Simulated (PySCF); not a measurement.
**How methods differ on the excitation energy of Ar²⁺**

Ar²⁺ [Ne] 3s2 3p4 (3P) → Ar²⁺ [Ne] 3s2 3p3 4s1 (5S), as a difference of total energies. Computed with PySCF 2.14 in aug-cc-pV(T+d)Z (6s5p4d2f, 55 functions), with no relativity, point nucleus. Correlated levels: valence: [Ne] frozen. The calculations carry no spin-orbit coupling.

| method | excitation energy (cm⁻¹) |
| --- | --- |
| UHF | 169190 |
| MP2 (valence) | 171790 |
| SCS-MP2 (valence) | 173760 |
| CCSD (valence) | 172790 |
| CCSD(T) (valence) | 172710 |

A first-order spin-orbit estimate (lowest level to lowest level, LS coupling) adds 0.062 eV.

The promoted electron is Rydberg-like, and one or two diffuse shells describe it only roughly, which tends to raise the upper state.
